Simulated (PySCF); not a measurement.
PySCF input for CBrF2, SMILES F[C](F)Br, multiplicity 2, r2SCAN-D4/def2-SVP. Geometry: r2SCAN-D4/def2-SVP. The isomer is the one that the SMILES or the coordinates give; other isomers of the formula were not compared.

```python
import numpy as np
from pyscf import gto, scf, dft, df
from pyscf.hessian import thermo

mol = gto.M(
    atom='''
    F    -1.54702015    0.08477134    1.08183179
    C    -0.92692559   -0.33813223   -0.00000000
    F    -1.54702015    0.08477134   -1.08183180
    Br    0.95451189    0.01436884    0.00000000
    ''',
    basis='def2-SVP',
    charge=0,
    spin=1,
    max_memory=1600,
    verbose=3,
)
mf = dft.UKS(mol, xc='r2scan').density_fit(auxbasis='def2-universal-jkfit')
mf.disp = 'd4'
mf.grids.level = 4
mf.conv_tol = 1e-11
mf.max_cycle = 100
mf.kernel()
fine, coarse = mf.grids, dft.Grids(mol).set(level=1).build(with_non0tab=True)
for _ in range(3):  # follow internal instabilities
    mf.grids = coarse
    mo, _, stable, _ = mf.stability(return_status=True, nroots=4)
    mf.grids = fine
    if stable:
        break
    mf.kernel(mf.make_rdm1(mo, mf.mo_occ))

# [left out here: the lines that compute and print the analytic Hessian (its translational invariance restored by hand, since the grid's response is missing), thermochemistry and intensities]
```

It prints:

```

WARN: HOMO -0.166565043377459 >= LUMO -0.166565043377456

converged SCF energy = -2811.26999760472  <S^2> = 0.75360953  2S+1 = 2.0036063
<class 'pyscf.df.df_jk.DFUKS'> wavefunction is stable in the internal stability analysis

WARN: MGGA Hessian is sensitive to dft grids. grids.level 4 may not be dense enough.


WARN: DFTD4 does not support analytical Hessian, using finite difference.


WARN: Mole.unit (angstrom) is changed to Bohr

Mode                                 0                   1                   2
Irrep
Freq [cm^-1]                      312.0548            325.1074            585.8175
Reduced mass [au]                  18.7922             25.0980             15.7428
Force const [Dyne/A]                1.0782              1.5629              3.1831
Char temp [K]                     448.9774            467.7572            842.8610
Normal mode                   x     y     z       x     y     z       x     y     z
       0   F                -0.14 -0.01  0.04    0.12  0.01  0.03    0.01  0.04 -0.12
       1   C                -0.00  0.00  0.10    0.05 -0.03  0.00    0.01 -0.17  0.00
       2   F                 0.14  0.01  0.04    0.12  0.01 -0.03    0.01  0.04  0.12
       3  Br                 0.00 -0.00 -0.03   -0.07  0.00 -0.00   -0.00  0.01 -0.00
Mode                                 3                   4                   5
Irrep
Freq [cm^-1]                      683.2759           1174.7211           1254.8394
Reduced mass [au]                  13.7237             13.9362             13.5261
Force const [Dyne/A]                3.7750             11.3309             12.5488
Char temp [K]                     983.0819           1690.1622           1805.4345
Normal mode                   x     y     z       x     y     z       x     y     z
       0   F                 0.02  0.03  0.07    0.06 -0.04 -0.07    0.04 -0.03 -0.07
       1   C                -0.19 -0.15  0.00   -0.19  0.13 -0.00   -0.00  0.00  0.24
       2   F                 0.02  0.03 -0.07    0.06 -0.04  0.07   -0.04  0.03 -0.07
       3  Br                 0.02  0.01 -0.00    0.00 -0.00  0.00   -0.00 -0.00 -0.00
temperature 298.1500 [K]
pressure 101325.00 [Pa]
Rotational constants [GHz] 10.95508 2.88117 2.31596
Symmetry number 1
Zero-point energy (ZPE) 0.00988 [Eh]   25933.941 [J/mol]
                           tot       elec      trans        rot        vib
Entropy [J/mol/K]       298.237      5.763    169.444    108.320     14.710
Cv [J/mol/K]             48.346      0.000     12.472     12.472     23.402
Cp [J/mol/K]             56.660      0.000     20.786     12.472     23.402
Internal energy [J/mol]                      3718.434   3718.434  28859.967
Internal energy [Eh]   -2811.25617  -2811.27000
Enthalpy [J/mol]                             6197.391   3718.434  28859.967
Enthalpy [Eh]          -2811.25523
Gibbs free energy [J/mol]                  -44322.260 -28577.197  24474.190
Gibbs free energy [Eh] -2811.28910
mode   freq/cm-1   IR/(km/mol)
   1      312.05         0.183
   2      325.11         1.684
   3      585.82         5.474
   4      683.28        81.817
   5     1174.72       380.811
   6     1254.84       264.596
max |gradient| / (hartree/bohr): 0.00030541827753718595
APT charges: [-0.517   1.3233 -0.517  -0.2882]
```

The calculation finished and met its thresholds.
